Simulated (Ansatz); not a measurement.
Consider the homolysis of the Br–Si bond: `F[SiH](F)Br` → Br• + `F[SiH]F`•.

Isolated molecules relaxed with PBE0-D4/def2-TZVP in Ansatz; ΔE leaves out vibrations. CCSD(T)/CBS adds triple-zeta CCSD(T) − MP2 to the extrapolated MP2 energy (def2 sets, frozen cores). This one scheme is used for every species, atoms too. Functionals use def2-TZVPP. B3LYP here is the variant with VWN-RPA as its local correlation; programs differ in this. Open shells (•) are unrestricted, without spin–orbit coupling. Spin–orbit coupling would lower the free atoms: clearly for Br. Bonds to Br are less sure, by a few kJ/mol each and by 10 to 20 or more in all where they break to atoms, as the def2 sets lack core-valence functions. Scalar relativity is left out up to krypton.

**Question.** What is ΔE at CCSD(T)/CBS? (An estimate is asked.)

**Answer.** The calculation gave: +447.4 kJ/mol.

**Question.** What do these levels give: r2SCAN-D4, B3LYP-D4, r2SCANh-D4, r2SCAN0, CAM-B3LYP, MP2/def2-QZVPP? (Best estimate.)

**Answer.** The calculation gave: r2SCAN-D4 428.4, B3LYP-D4 415.1, r2SCANh-D4 426.9, r2SCAN0 423.0, CAM-B3LYP 411.5, MP2/def2-QZVPP 454.4 kJ/mol.

Largest T1 diagnostic among the species: 0.014.

The D4 term adds +10.6 kJ/mol with B3LYP and +5.4 kJ/mol with PBE0; it sums over pairs of atoms, weighted by their polarisabilities, and B3LYP, whose exchange is more repulsive, gets the larger term. Leaving LDA and LC-ωPBE aside and taking each functional with its dispersion term where it has one, the values, not all of them listed here, spread over 28.4 kJ/mol, from BLYP-D4 to PBE-QIDH. LDA lies +63.7 kJ/mol from PBE without D4, its usual overbinding. From BLYP to BHLYP (50 % exact exchange), in def2-TZVPP and without D4, ΔE moves by +12.0 kJ/mol.
